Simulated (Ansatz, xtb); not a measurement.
Ligand exchange: CBrClF2 + CH3K → C2H3ClF2 + KBr

Species: CBrClF2 `FC(F)(Cl)Br`, singlet; CH3K `[CH3][K]`, singlet; C2H3ClF2 (1-chloro-1,1-difluoroethane) `CC(F)(F)Cl`, singlet; KBr, singlet. The partners trade Br for CH3: C–Br and K–CH3 bonds give way to C–CH3 and K–Br.

Shapes, held fixed at every level: PBE0-D4/def2-TZVP. Programs: Ansatz 0.2.0, xtb 6.7.1. The zero-point and thermal change to 298 K, harmonic and unscaled (PBE0-D4/def2-TZVP), is +15.3 kJ/mol.

```tsv
level	kind	ΔH(298 K) (kJ/mol)	less CCSD(T)/def2-TZVPP	CPU time (sum over the molecules)
GFN1-xTB	semi-empirical	-300.6	+84.7	0.097 s
PBE-D4/def2-TZVPP	GGA	-350.0	+35.3	18 s
PBE0-D4/def2-TZVPP	global hybrid	-383.1	+2.2	20 s
r2SCAN0-D4/def2-TZVPP	global hybrid	-404.8	-19.5	33 s
wB97X-V/def2-TZVPP	range-separated hybrid	-396.5	-11.2	54 s
CCSD(T)/def2-SVP	coupled cluster or CI	-407.4	-22.1	18 s
CCSD/def2-TZVPP	coupled cluster or CI	-395.9	-10.6	–
CCSD(T)/def2-TZVPP	coupled cluster or CI	-385.3	0.0	4.7 min
```

The highest level, CCSD(T)/def2-TZVPP, gives ΔH(298 K) = -385.3 kJ/mol; the levels span -407.4 to -300.6. GFN1-xTB strays far from the other rows. The column of differences is taken from that level and isn't an error. No measured value is set beside it here. Relativity is left out for Br. Outer-core shells of Br, K are correlated in most correlated rows, in sets that cover them unevenly. Times are processor times on shared x86 and Arm servers, and rough.
